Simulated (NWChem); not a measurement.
# C₄H₇O, doublet; SMILES [CH]1CCOC1

```xyz
12

C     -1.2139     0.2665    -0.0390
C     -0.1279     1.2669     0.1415
C      1.1006     0.4134    -0.1905
O      0.7655    -0.8976     0.1979
C     -0.6057    -1.0941    -0.0637
H     -2.2836     0.4754    -0.0749
H     -0.2258     2.1558    -0.5041
H     -0.0828     1.6366     1.1865
H      2.0129     0.7096     0.3477
H      1.3124     0.4625    -1.2789
H     -1.0156    -1.7822     0.7001
H     -0.7595    -1.5929    -1.0491
```
Atoms are numbered in this order, from 1.

All runs: NWChem. Spin-unrestricted. Geometry: optimised at PBE0/def2-SVP, spin-unrestricted. No frequency run checked for a minimum. No stability test was run on the SCF state. B3LYP is NWChem's, with the RPA form of VWN correlation.

**Question.** Estimate the computed values for B3LYP/STO-3G. Quantities: highest occupied level (eV); lowest empty minus highest occupied level, either spin (eV); dipole (D); <S²>.

**Answer.** The highest occupied level (eV) comes out as -3.45. The lowest empty minus highest occupied level, either spin (eV) is 5.17 and the dipole (D) comes out as 1.25. The <S²> is 0.754.
